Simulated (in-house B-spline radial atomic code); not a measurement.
La3+: [Kr] 4d10 5s2 (5p1/2)1 (5p3/2)4 5d1 (with a hole in an inner shell)

Level of theory: Dirac-Kohn-Sham PBE0, spherical fractional occupations, Fermi nucleus of rms radius 4.855 fm; calculated with an all-electron radial atomic-structure program (B-spline basis).

Screening seen three ways: the hydrogenic charge with the same mean radius, Z_r = [3n² - l(l+1)]/(2<r>), the one with the same energy, Z_e = n√(-2ε), and Slater's rules. Values are occupation-weighted means over j. An effective charge above Z reflects the relativistic contraction of the inner shells.

```csv
shell,electrons,ε (eV),<r> (bohr),Z_r,Z_e,Slater
1s,2,-38852,0.02507,59.84,53.44,56.70
2s,2,-6232.5,0.107,56.10,42.81,52.85
2p,6,-5600,0.09399,53.20,40.58,52.85
3s,2,-1365.9,0.2845,47.45,30.06,45.75
3p,6,-1161.1,0.2824,44.26,27.71,45.75
3d,10,-860.5,0.2598,40.42,23.86,35.85
4s,2,-302.11,0.6537,36.71,18.85,29.25
4p,6,-234.47,0.6918,33.24,16.61,29.25
4d,10,-134.37,0.7661,27.41,12.57,17.85
5s,2,-66.375,1.534,24.45,11.04,11.60
5p,5,-47.751,1.747,20.89,9.37,11.60
5d,1,-23.564,2.373,14.54,6.58,4.00
```

The least bound orbital is 5d5/2 at -23.53 eV, and it is also the most diffuse (<r> = 2.379 bohr).

For the 1s electron the small component carries 4.44 % of the norm, the zero-frequency Breit interaction raises the level by 103.6 eV, self-energy by 60.27 eV, and vacuum polarisation lowers it by 8.843 eV.

Caution: exact exchange at fractional occupations of open shells leaves self-interaction of up to several eV.
